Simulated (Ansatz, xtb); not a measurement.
## HIOS2: 5 structures ranked

5 gas-phase structures of HIOS2, found in a search over its isomers (lower ones may exist). Each was relaxed with GFN2-xTB; where two conformers were screened, the lower at r2SCAN-D4/def2-SVP is listed:

A. `OSSI`, a singlet
B. `O[S@](=S)I`, a singlet
C. `O=[S@@](S)I`, a singlet
D. `O=[SH]SI`, a singlet
E. `SOSI`, a singlet

Q: Which do you expect lowest at r2SCAN-D4/def2-SVP, and how would the others follow?

A: Calculated order at r2SCAN-D4/def2-SVP: A (0.0), B (37.5), C (66.1), D (124.1), E (127.2) kJ/mol. Less than 1 kcal/mol parts D and E, so the order within that pair means little.

Energies above the lowest of each column, in kJ/mol; the last columns are at B3LYP-D3(BJ)/def2-SVP geometries and were run for some of them only (a dash: not run or not comparable):

```tsv
structure	GFN2-xTB	HF/STO-3G	r2SCAN-D4/def2-SVP	B3LYP-D3(BJ)/def2-SVP	CCSD(T)/def2-TZVP
A	0.0	0.0	0.0	0.0	0.0
B	21.7	260.2	37.5	43.2	40.2
C	4.9	363.3	66.1	64.1	46.7
D	63.6	430.4	124.1	–	–
E	93.8	51.7	127.2	–	–
```

Every level run on A puts it lowest or level with the lowest. Flexible structures stand in one conformer each, not always the lowest. Frequencies (B3LYP-D3(BJ)/def2-SVP) were run for A, B, C alone. Atoms past krypton carry core potentials in the def2 sets, without spin–orbit terms.

Over these structures GFN2-xTB departs from r2SCAN-D4/def2-SVP by 21.3 kJ/mol on average once a common shift is removed. A GFN2-xTB relaxation took about 0.067 s and the r2SCAN-D4/def2-SVP energy about 0.88 s on a shared host (Ansatz 0.2.0, xtb 6.7.1).
